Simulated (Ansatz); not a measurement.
Z-matrix (Å, degrees):
```
Si
F 1 1.598
O 1 1.614 2 107.7
O 1 1.623 2 110.4 3 121.4
H 1 1.469 2 107.2 3 -122.3
Ge 3 1.784 1 135.8 2 -31.7
H 4 0.958 1 118.8 2 -79.0
H 6 1.532 3 105.1 1 -159.9
H 6 1.534 3 107.7 1 80.7
H 6 1.536 3 108.5 1 -40.1
```

The species carries charge 0 and has multiplicity 1.

Q: List the r2SCAN/def2-TZVPP orbital energies in eV (Ansatz). (Best estimate.)

A: Computed: Occupied: -10834.96, -1792.40, -1350.01, -1200.07, -1200.05, -1200.05, -665.89, -516.00, -515.86, -168.24, -142.61, -117.99, -117.90, -117.89, -97.52, -97.48, -97.44, -31.40, -31.21, -31.21, -31.14, -31.13, -31.06, -26.73, -25.67, -15.32, -14.31, -12.71, -11.63, -11.25, -10.77, -9.98, -9.69, -9.24, -9.14, -8.56, -8.09, -7.87. Lowest empty: -0.53, 0.33, 0.84, 1.19, 1.22, 1.78, 2.26, 3.31.
